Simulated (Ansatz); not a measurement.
Cost and result for the atomization energy of CH3OSb (`[CH2]1[O][SbH]1`) (6 atoms, 6 bonds).

Cartesian coordinates in Å:
```
C 0.326 -0.071 0.637
O 0.541 1.085 -0.068
Sb 0.106 -0.329 -1.476
H -0.590 -0.118 1.228
H 1.201 -0.536 1.092
H -1.585 -0.030 -1.414
```

The species carries charge 0 and has multiplicity 1. Correlated methods include outer-core shells of Sb, which these sets cover unevenly. Sb takes the def2 core potential. The structure was optimised at the PBE0-D4/def2-TZVP level. Program: Ansatz. All runs use 2 threads of an Arm Neoverse V1 on a shared host. Times are those of one run each, without the atoms' runs, and a repeat can differ threefold. Electronic energies, without spin–orbit coupling; frozen cores. CCSD(T)/CBS adds CCSD(T) − MP2 in def2-TZVPP to the MP2 limit, and its time is that of the two runs behind it. T1 = 0.016; the RHF reference is unstable towards UHF. With those shells the extrapolation isn't a true limit. B3LYP takes the VWN-RPA correlation (the form of Gaussian; ORCA's B3LYP/G). HSE06 is the plane-wave form, built on full-range PBE exchange.

CCSD(T)/CBS is a level of theory with its own doubt, some kJ/mol a heavy atom from the limit and from the frozen cores, so smaller differences don't rank the functionals.

```
                             level  functions  wall time  atomization (kJ/mol)  difference from CCSD(T)/CBS  per bond
              revPBE-D4/def2-TZVPP        154      1.7 s                1914.6                          3.4       0.6
               BHLYP-D4/def2-TZVPP        154      2.3 s                1793.7                       -117.5     -19.6
               HSE06-D4/def2-TZVPP        154      2.4 s                1893.1                        -18.1      -3.0
                  CCSD(T)/def2-SVP         69      2.4 s                1717.9                       -193.3     -32.2
 B3LYP-D4/def2-TZVPP (with forces)        154      2.8 s                1907.4                         -3.8      -0.6
r2SCAN-D4/def2-TZVPP (with forces)        154      4.1 s                1904.4                         -6.8      -1.1
                 B2PLYP/def2-TZVPP        154      4.2 s                1879.0                        -32.2      -5.4
               PBE-QIDH/def2-TZVPP        154      4.4 s                1855.9                        -55.3      -9.2
                 B97M-V/def2-TZVPP        154        8 s                1922.4                         11.2       1.9
  ωB97M-V/def2-TZVPP (with forces)        154        9 s                1891.5                        -19.7      -3.3
                    MP2/def2-QZVPP        286       12 s                1912.0                          0.8       0.1
                CCSD(T)/def2-TZVPP        154       44 s                1836.5                        -74.7     -12.4
                 CCSD(T)/CBS(def2)          –       55 s                1911.2                          0.0       0.0
```

In def2-TZVPP, CCSD(T) changes the Hartree–Fock value by +687.6 kJ/mol (the triples alone add +53.9 kJ/mol) and MP2 by +717.7 kJ/mol; breaking electron pairs costs correlation energy, which Hartree–Fock lacks. From BLYP to BHLYP (50 % exact exchange), in def2-TZVPP and without D4, the atomization energy moves by −137.5 kJ/mol: exact exchange takes away binding that semilocal exchange gives to molecules. At CCSD(T), def2-SVP lies −193.3 kJ/mol from the extrapolated value and def2-TZVPP −74.7 kJ/mol: correlation converges slowly with the basis, and small sets miss more of it in the bonded molecule than in its fragments.
